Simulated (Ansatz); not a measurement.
Species: CH3Li, net charge 0, singlet state. 
Geometry from a B3LYP-D3(BJ)/def2-TZVP (Ansatz, a program for electronic structure) optimisation:
```xyz
5

Li    -1.1054    -0.6446    -0.9312
C      0.2701     0.1575     0.2275
H      0.8519    -0.5947     0.7758
H     -0.1547     0.8270     0.9867
H      0.9987     0.7566    -0.3338
```

Quantity: vertical electron affinity (to the doublet state of charge -1; a negative value means that the extra electron is unbound and the number depends on the basis; each state is the SCF solution reached for its spin; the molecule has degenerate orbitals, so one determinant may break the symmetry), in eV. Valence correlation only, unless marked. UHF or UKS for open shells. Spin-orbit coupling is left out. No relativistic terms. Anions need diffuse functions: def2-D sets add few. Basis-set limits of correlation are two-point, X^-3; Hartree-Fock from the larger set. [CCSD(T)-MP2]/basis is that difference in the basis named.

```json
[
 {"level": "PBE0/def2-TZVPD", "program": "Ansatz", "vertical electron affinity (eV)": "0.23"},
 {"level": "SCS-MP2/def2-SVPD", "program": "Ansatz", "vertical electron affinity (eV)": "0.13"},
 {"level": "SCS-MP2/def2-TZVPPD", "program": "Ansatz", "vertical electron affinity (eV)": "0.09"},
 {"level": "CCSD(T)/def2-TZVPPD", "program": "Ansatz", "vertical electron affinity (eV)": "0.12"},
 {"level": "RI-MP2/CBS(def2-TZVPPD,def2-QZVPPD)+[CCSD(T)-MP2]/def2-SVPD", "program": "Ansatz", "vertical electron affinity (eV)": "0.23"},
 {"level": "CCSD(T)/CBS(def2-TZVPPD,def2-QZVPPD)", "program": "Ansatz", "vertical electron affinity (eV)": "0.22"}
]
```
